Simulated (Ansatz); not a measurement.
FH5OSi3, SMILES F[SiH]1[SiH2]O[SiH2]1.

Geometry: PBE-D3(BJ)/def2-SVP. The structure was generated by enumeration, and PubChem lists no compound with its InChIKey, so it may never have been made.

Two levels are set side by side: PBE/def2-TZVPD (Ansatz, a first-principles code) and CAM-B3LYP/def2-TZVPD (Ansatz). Energy differences of separate SCF runs at the same geometry; the states with an electron removed or added have multiplicity 2 and 2. Differences are taken from unrounded values.

```
quantity                           CAM-B3LYP   PBE  PBE minus CAM-B3LYP
---------------------------------  ---------  ----  -------------------
vertical ionisation energy (eV)         9.50  9.20                -0.30
vertical singlet–triplet gap (eV)       4.22  3.74                -0.48
```
